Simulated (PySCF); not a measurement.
## Structure from 2D NMR

Compound of formula C₃H₉FN₂Si₂. Correlations simulated from computed shifts and the bond graph:

HSQC (one-bond C–H):
```tsv
δH	δC
8.56	166.9
6.55	144.9
5.11	117.0
```

COSY cross peaks (H two or three bonds apart, from the bond graph; peaks can be absent where the dihedral angle is near 90°):
```tsv
δH	δH
8.56	5.11
6.55	5.11
```

HMBC (two and three bonds, from the bond graph):
```tsv
δH	δC
8.56	144.9, 117.0
6.55	166.9, 117.0
5.25	144.9
5.11	166.9, 144.9
4.87	144.9
```

Computational details: structure optimised with GFN2-xTB, σ from GIAO-PBE0/pcSseg-1, in PySCF (averaged over atoms made equivalent by symmetry, fast rotation or ring inversion, relativity neglected, in vacuum, a single conformation).

Scale: TMS for $^{1}$H (σ = 31.72 ppm) and $^{13}$C (σ = 186.93 ppm) (reference shieldings calculated alike).

Exchangeable hydrogens are left out of these lists.

Problem. Which molecule is this?

Solution. `[H]/N=C\C=C/N([SiH3])[SiH2]F`.

Atom-mapped SMILES (the numbers label the heavy atoms): `[H]/[N:1]=[CH:2]\[CH:3]=[CH:4]/[N:5]([SiH3:6])[SiH2:7][F:8]`. Hydrogens are named by the atom that carries them.

- δC 166.9 is C2, a C=N carbon (δH 8.56).
- δC 144.9 is C4, an alkene carbon bearing nitrogen (δH 6.55).
- δC 117.0 is C3, a β carbon of an enol-ether or enamine type C=C (δH 5.11).
- COSY links 8.56–5.11, 6.55–5.11.

The data come from this structure; uniqueness wasn't tested.

Exchangeable OH/NH protons stand at their gas-phase positions; hydrogen bonding in a real sample shifts them, mostly to higher δ. Shifts are as computed. Against solution values, carbons near 30 ppm lie about +3 ppm off and those near 130 ppm about +5 ppm. Of 1211 compounds with measured shifts, 218 miss one by over three times the rms of a fit or turn the order of signals round; such compounds aren't used in these exercises.
